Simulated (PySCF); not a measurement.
revPBE on Zr⁻ (zirconium, charge -1), [Kr] 4d3 5s2, high-spin 4F determinant. Computed with PySCF 2.14 in dyall-av2z (22s15p11d2f, 136 functions), with no relativity, point nucleus.

```
cycle= 1 E= -3540.71056734151  delta_E= -0.0334  |g|= 0.0418  |ddm|= 1.04
cycle= 2 E= -3540.70503911011  delta_E= 0.00553  |g|= 0.0856  |ddm|= 0.348
cycle= 3 E= -3540.71275812028  delta_E= -0.00772  |g|= 0.0187  |ddm|= 0.233
cycle= 4 E= -3540.71280389169  delta_E= -4.58e-05  |g|= 0.00192  |ddm|= 0.0375
cycle= 5 E= -3540.71280902827  delta_E= -5.14e-06  |g|= 0.000323  |ddm|= 0.0177
cycle= 6 E= -3540.71280934832  delta_E= -3.2e-07  |g|= 0.000128  |ddm|= 0.0044
cycle= 7 E= -3540.71280937431  delta_E= -2.6e-08  |g|= 2.7e-05  |ddm|= 0.000832
cycle= 8 E= -3540.71280937554  delta_E= -1.24e-09  |g|= 2.9e-06  |ddm|= 0.000161
cycle= 9 E= -3540.71280937554  delta_E= 9.09e-13  |g|= 1.36e-07  |ddm|= 1.57e-05
converged SCF energy = -3540.71280937554  <S^2> = 3.800753  2S+1 = 4.0252965
```

Highest occupied orbital energy: 1.311 eV; ⟨L²⟩ = 12.00; populations by l: s 10.00, p 18.00, d 13.00, f 0.00.

**Question.** Can this result be used?

**Answer.** With care. Self-consistency was reached. A non-relativistic calculation at this Z misses sizeable relativistic shifts. At revPBE the highest occupied level has a positive energy, so only the finite basis holds that electron; in a semilocal or global hybrid functional this comes from self-interaction and does not mean that the real anion is unbound.
